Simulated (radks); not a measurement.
The numbers below are computed, except where a source is named.
The table gives one normalised radial function P(r) = r R(r) of Cr2+ in [Ar] 3d4 (r in bohr). Level of theory: non-relativistic Kohn-Sham, BP86, spin-polarised, spherical densities, point nucleus; open shells are filled with parallel spins first (a radial shooting solver on a logarithmic mesh with Libxc functionals).

r,P
0.007132,0.0072
0.00914,0.0115
0.01171,0.0183
0.01501,0.0289
0.01908,0.0444
0.02445,0.0684
0.03133,0.1036
0.03983,0.1513
0.05104,0.2177
0.06541,0.3017
0.08315,0.3952
0.1066,0.4908
0.1365,0.5589
0.175,0.5603
0.2224,0.4564
0.285,0.2121
0.3653,-0.1589
0.4643,-0.5699
0.595,-0.9288
0.7625,-1.0967
0.9694,-1.0296
1.242,-0.7819
1.592,-0.4773
2.04,-0.2277
2.593,-0.0838
3.323,-0.0207
4.258,-0.0032

Which n and l does it have? It may be an empty orbital.

Answer. n = 3, l = 1: the number of nodes gives n - l - 1 = 1, the rise at small r (about r^(l+1)) gives l, and the extent must fit the shell. The curve is that of 3p up; the table hardly tells the two spins apart. 3p up: eigenvalue -67.543 eV, 1 radial node at r = 0.331 bohr, <r> = 0.958 bohr, 90 % of the charge inside 1.48 bohr.
